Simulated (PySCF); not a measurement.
CH6ClGeN, SMILES [CH3][Ge@H]([NH2])[Cl].

The structure is a stationary point at ωB97X-D3(BJ)/def2-SVP. The structure was generated by enumeration; whether it is a known compound was not checked. The values are those of a single conformer.

Two levels are set side by side: TDDFT-PBE/def2-SVPD (PySCF) and TDDFT-B3LYP/def2-SVPD (PySCF). Vertical, same geometry. The lowest singlet is HOMO→LUMO+1 80 %, HOMO→LUMO 18 % with PBE and HOMO→LUMO 82 %, HOMO→LUMO+1 13 % with the other functional; states are paired by order. Differences are taken from unrounded values.

```json
[
 {"quantity": "lowest singlet excitation (eV)", "TDDFT-B3LYP": "6.51", "TDDFT-PBE": "6.08", "TDDFT-PBE minus TDDFT-B3LYP": "-0.42"},
 {"quantity": "lowest triplet excitation (TDA) (eV)", "TDDFT-B3LYP": "6.02", "TDDFT-PBE": "5.59", "TDDFT-PBE minus TDDFT-B3LYP": "-0.43"},
 {"quantity": "first bright state (f over 0.05) (eV)", "TDDFT-B3LYP": "6.51", "TDDFT-PBE": "6.22", "TDDFT-PBE minus TDDFT-B3LYP": "-0.29"},
 {"quantity": "its oscillator strength", "TDDFT-B3LYP": "0.06", "TDDFT-PBE": "0.05", "TDDFT-PBE minus TDDFT-B3LYP": "0.00"}
]
```

Functionals without exact exchange tend to place singlet excitations lower, as here. Differences between two approximate levels are no errors against the true value.

Rough cost on one machine, each run with all the roots and properties that it gave: TDDFT-B3LYP against TDDFT-PBE about 3 times.
